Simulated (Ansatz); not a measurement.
`C=[N][AlH][SiH2]Br` + `C1=CN1` → `Br[SiH2]C1=CN1` + `C=[N][AlH2]`  (formal exchange of groups at the Si–Al bond)

Gas-phase electronic energies from Ansatz, PBE0-D4/def2-TZVP geometries. CBS: MP2 limit from def2 TZ/QZ plus the TZ coupled-cluster correction, frozen cores. DFT in def2-TZVPP. For Br outer-core shells are correlated without core-valence functions, which leaves a few kJ/mol of doubt a bond. Scalar relativity is left out up to krypton. One conformer a species, not always the lowest.

**Question.** Is it downhill or uphill in electronic energy at CCSD(T)/CBS, and by how much? (An estimate is asked.)

**Answer.** The calculation gave: Downhill: ΔE = -5.6 kcal/mol.

**Question.** What do these levels give: B2PLYP, PBE, r2SCAN, HF/def2-TZVPP, CCSD(T)/def2-TZVPP, MP2/def2-QZVPP? (Best estimate.)

**Answer.** Ansatz gave: B2PLYP -6.9, PBE -3.4, r2SCAN -5.9, HF/def2-TZVPP -7.4, CCSD(T)/def2-TZVPP -5.7, MP2/def2-QZVPP -8.3 kcal/mol.

Largest T1 diagnostic among the species: 0.015.

Leaving LDA and LC-ωPBE aside and taking each functional with its dispersion term where it has one, the values, not all of them listed here, spread over 5.4 kcal/mol, from B97M-V to PBE-D4.
